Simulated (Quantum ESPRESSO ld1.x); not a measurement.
Radial electron density D(r) = 4 pi r^2 rho(r) of an atom or ion with 48 electrons. Method: scalar-relativistic Kohn-Sham, LDA (Slater exchange, Perdew-Wang correlation), spin-polarised, spherical densities, point nucleus; computed with ld1.x of Quantum ESPRESSO 7.5.

```
   r/bohr * D(r) (the largest magnitude, 113, reaches the edge; | marks zero)
0.0007842 |*
0.0008913 | *
 0.001005 | *
 0.001142 | *
 0.001298 |  *
 0.001475 |   *
 0.001663 |    *
 0.001891 |     *
 0.002149 |      *
 0.002423 |       *
 0.002753 |         *
 0.003129 |          *
 0.003557 |             *
  0.00401 |               *
 0.004558 |                  *
  0.00518 |                    *
 0.005841 |                       *
 0.006638 |                           *
 0.007545 |                              *
 0.008575 |                                 *
 0.009668 |                                    *
  0.01099 |                                      *
  0.01249 |                                        *
  0.01408 |                                        *
    0.016 |                                        *
  0.01819 |                                        *
  0.02067 |                                      *
  0.02331 |                                     *
  0.02649 |                                    *
  0.03011 |                                    *
  0.03395 |                                     *
  0.03859 |                                       *
  0.04385 |                                           *
  0.04984 |                                                *
   0.0562 |                                                    *
  0.06387 |                                                      *
  0.07259 |                                                      *
  0.08185 |                                                   *
  0.09303 |                                               *
   0.1057 |                                           *
   0.1202 |                                         *
   0.1355 |                                         *
    0.154 |                                            *
    0.175 |                                               *
   0.1973 |                                               *
   0.2243 |                                           *
   0.2549 |                                   *
   0.2897 |                          *
   0.3266 |                    *
   0.3712 |                  *
   0.4219 |                   *
   0.4757 |                     *
   0.5407 |                     *
   0.6145 |                  *
   0.6985 |              *
   0.7875 |         *
    0.895 |    *
    1.017 | *
    1.147 |*
    1.304 *
    1.482 *
    1.684 *
    1.899 *
    2.158 *
```

What is the nuclear charge?

Answer. Z = 64. The innermost maximum, from 1s, lies near gamma/Z bohr with gamma = sqrt(1 - (Z/c)^2) = 0.884, here 0.0138 bohr (found: 0.0151), and its height grows with Z. The density is that of the gadolinium ion Gd16+ in [Kr] 4d10 4f2; the configuration itself is not fixed sharply by these data, and Z only to a few units. D(r) has 4 maxima, at r = 0.0151, 0.0676, 0.187, 0.511 bohr, and minima at 0.0289, 0.124, 0.374 bohr, inside which lie 1.93, 11.19, 29.21 electrons.
